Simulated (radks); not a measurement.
Results of a calculation; reference values are marked as such.
Coulomb parameter of the 5d shell of the rhenium ion Re3+ in the model configuration [Xe] 4f14 5d2.5 6s1.5, as a second difference U = [E(n + 0.25) + E(n - 0.25) - 2 E(n)] / (0.25)^2 with all orbitals relaxed. "Bare": the charge of the atom changes with n. "Screened": the 6s shell takes up the change at fixed total charge, which measures U(5d,5d) + U(6s,6s) - 2 U(5d,6s). Level of theory: scalar-relativistic Kohn-Sham, PBE, spin-unpolarised, spherical densities, finite nucleus; Fermi nuclear charge, rms radius 5.3698 fm (a radial shooting solver on a logarithmic mesh with Libxc functionals).

case	configuration	E - E(n) (eV)
start	[Xe] 4f14 5d2.5 6s1.5	0.000
bare +0.25	[Xe] 4f14 5d2.75 6s1.5	-8.819
bare -0.25	[Xe] 4f14 5d2.25 6s1.5	9.609
screened +0.25	[Xe] 4f14 5d2.75 6s1.25	-1.283
screened -0.25	[Xe] 4f14 5d2.25 6s1.75	1.351

U(bare) = 12.650 eV, U(screened by 6s) = 1.097 eV, against the Slater integral F0(5d,5d) = 15.159 eV with frozen orbitals.
